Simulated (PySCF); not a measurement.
OSi, charge +1, doublet, at a GFN2-xTB geometry (a state made from the parent by changing its charge; the spin is typed, not shown lowest); PBE/cc-pVDZ run with PySCF.

PySCF was given this input:
```python
from pyscf import gto, scf, dft

mol = gto.M(
    atom='''
Si   -0.00000000   -0.00000000   -0.54024550
O     0.00000000    0.00000000    0.94542963
''',
    basis='cc-pvdz',
    charge=1,
    spin=1,
    verbose=4,
)

mf = dft.UKS(mol)
mf.xc = 'pbe'
mf.kernel()
```

What the program printed (banner, timings and long lists left out):

```
PySCF version 2.14.0

[INPUT] verbose = 4
[INPUT] num. atoms = 2
[INPUT] num. electrons = 21
[INPUT] charge = 1
[INPUT] spin (= nelec alpha-beta = 2S) = 1
[INPUT] symmetry False subgroup None
[INPUT] Mole.unit = angstrom
[INPUT] Symbol           X                Y                Z      unit          X                Y                Z       unit  Magmom
[INPUT]  1 Si     0.000000000000   0.000000000000  -0.540245500000 AA    0.000000000000   0.000000000000  -1.020916035029 Bohr   0.0
[INPUT]  2 O      0.000000000000   0.000000000000   0.945429630000 AA    0.000000000000   0.000000000000   1.786603070749 Bohr   0.0

nuclear repulsion = 39.8928718844745
number of shells = 10
number of NR pGTOs = 67
number of NR cGTOs = 32
basis = cc-pvdz
ecp = {}

******** <class 'pyscf.dft.uks.UKS'> ********
method = UKS
initial guess = minao
damping factor = 0
level_shift factor = 0
DIIS = <class 'pyscf.scf.diis.CDIIS'>
diis_start_cycle = 1
diis_space = 8
diis_damp = 0
SCF conv_tol = 1e-09
SCF conv_tol_grad = None
SCF max_cycles = 50
direct_scf = True
direct_scf_tol = 1e-13
number electrons alpha = 11  beta = 10
XC library pyscf.dft.libxc version 7.1.2
    S. Lehtola, C. Steigemann, M. J. T. Oliveira, and M. A. L. Marques,  SoftwareX 7, 1–5 (2018)
XC functionals = pbe
    J. P. Perdew, K. Burke, and M. Ernzerhof,  Phys. Rev. Lett. 77, 3865 (1996)
    J. P. Perdew, K. Burke, and M. Ernzerhof,  Phys. Rev. Lett. 78, 1396 (1997)
    J. P. Perdew, K. Burke, and M. Ernzerhof,  Phys. Rev. Lett. 77, 3865 (1996)
    J. P. Perdew, K. Burke, and M. Ernzerhof,  Phys. Rev. Lett. 78, 1396 (1997)
radial grids:
    Treutler-Ahlrichs [JCP 102, 346 (1995); DOI:10.1063/1.469408] (M4) radial grids

becke partition: Becke, JCP 88, 2547 (1988); DOI:10.1063/1.454033
pruning grids: <function nwchem_prune>
grids dens level: 3
symmetrized grids: False
atomic radii adjust function: <function treutler_atomic_radii_adjust>
small_rho_cutoff = 0
Set gradient conv threshold to 3.16228e-05
tot grids = 33264
init E= -364.579414968814

cycle= 1 E= -363.730045437948  delta_E= 0.849  |g|= 0.785  |ddm|= 1.11
cycle= 2 E= -357.481664157315  delta_E= 6.25  |g|= 2.56  |ddm|= 2.28
cycle= 3 E= -364.071356886417  delta_E= -6.59  |g|= 0.0759  |ddm|= 1.98
cycle= 4 E= -364.065265467356  delta_E= 0.00609  |g|= 0.153  |ddm|= 0.231
cycle= 5 E= -364.072128707809  delta_E= -0.00686  |g|= 0.112  |ddm|= 0.0445
cycle= 6 E= -364.077401627963  delta_E= -0.00527  |g|= 0.0423  |ddm|= 0.0468
cycle= 7 E= -364.078310507545  delta_E= -0.000909  |g|= 0.00869  |ddm|= 0.0254
cycle= 8 E= -364.078349822161  delta_E= -3.93e-05  |g|= 0.0017  |ddm|= 0.00825
cycle= 9 E= -364.07835152104  delta_E= -1.7e-06  |g|= 0.000253  |ddm|= 0.00144
cycle= 10 E= -364.078351566674  delta_E= -4.56e-08  |g|= 2.37e-05  |ddm|= 0.000332
cycle= 11 E= -364.078351567934  delta_E= -1.26e-09  |g|= 5.59e-06  |ddm|= 7.68e-05
cycle= 12 E= -364.078351567976  delta_E= -4.2e-11  |g|= 8.6e-07  |ddm|= 1.22e-05
Extra cycle  E= -364.078351567972  delta_E= 4.38e-12  |g|= 3.6e-06  |ddm|= 2.78e-06
converged SCF energy = -364.078351567972  <S^2> = 0.75382651  2S+1 = 2.0038229
```
